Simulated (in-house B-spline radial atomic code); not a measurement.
## Rh VI (Rh5+): [Kr] 4d4

Computed with a radial B-spline atomic code at the basis-set limit: non-relativistic TPSSh, spin-polarised, spherical fractional occupations, point nucleus.

Screening seen three ways: the hydrogenic charge with the same mean radius, Z_r = [3n² - l(l+1)]/(2<r>), the one with the same energy, Z_e = n√(-2ε), and Slater's rules. Values are occupation-weighted means over spin.

```csv
shell,electrons,ε (eV),<r> (bohr),Z_r,Z_e,Slater
1s,2,-22502,0.03384,44.33,40.67,44.70
2s,2,-3272.9,0.1471,40.78,31.02,40.85
2p,6,-3036.9,0.1259,39.70,29.88,40.85
3s,2,-647.93,0.4021,33.58,20.70,33.75
3p,6,-554.13,0.3952,31.63,19.15,33.75
3d,10,-382.31,0.3695,28.41,15.90,23.85
4s,2,-149.47,0.9858,24.35,13.26,17.25
4p,6,-119.79,1.049,21.92,11.87,17.25
4d,4,-73.712,1.241,16.92,9.31,7.95
```

The least bound orbital is 4d up at -73.71 eV, and it is also the most diffuse (<r> = 1.241 bohr).

Caution: exact exchange at fractional occupations of open shells leaves self-interaction of up to several eV.
